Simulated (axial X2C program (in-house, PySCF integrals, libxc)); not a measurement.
# Spin–orbit effects along a row: molecules with Be, PBE0

Calculated with an axial X2C code built on PySCF integrals, spin-free (one-electron X2C) or two-component (2c: spin–orbit coupling with atomic mean-field Coulomb and Gaunt terms, which also bring small scalar terms), in Dyall basis sets with cores contracted in-house; open shells are unrestricted.

Basis sets: B dyall-v3z, Be dyall-cv3z, C dyall-v3z, F dyall-av3z, Li dyall-cv3z, N dyall-av3z, O dyall-av3z.

```
molecule   spin-free state  Re (Å)  ωe (cm⁻¹)  De (eV)  2c state  Re 2c (Å)  ωe 2c (cm⁻¹)  De 2c (eV)
    LiBe  M_S = 1/2, Λ = 0   2.579      345.5     0.51   Ω = 1/2      2.579         345.5        0.51
     BeB  M_S = 1/2, Λ = 1   1.956      617.8     0.97   Ω = 1/2      1.957         617.8        0.97
     BeC    M_S = 1, Λ = 0   1.665      930.7     2.62     Ω = 1      1.665         930.7        2.62
     BeN  M_S = 3/2, Λ = 0   1.598      951.6     2.08   Ω = 3/2      1.598         951.6        2.08
     BeO    M_S = 0, Λ = 0   1.318     1563.8     4.59     Ω = 0      1.318        1563.6        4.59
     BeF  M_S = 1/2, Λ = 0   1.363     1258.3     6.11   Ω = 1/2      1.363        1258.2        6.11
```

Each entry is the lowest single determinant of a limited PBE0 search at one distance. De goes to single-determinant-based atoms at the same level (for ions the charge split of lowest energy) and is withheld (n/a) where an atom does not fit its ground term or J level. Main or longest-lived isotopes. One determinant is a doubtful description, or other states lie close, for BeB, BeC, BeN; these need not be ground states, and all values refer to the states named. Some open-shell Ω = 0 determinants are out of reach, so the Ω given for BeC need not be the lowest component. With several unpaired electrons the Ω given is that of one determinant, not necessarily of the lowest component. Some light 2c atoms are not at their ground J level, so De misses part of their lowering (0.04 eV or less). The functionals have no current term, which raises determinants with orbital currents. Where the atoms have a lower orbital projection than the molecule, De at mean-field level may be about a tenth of an eV too small.
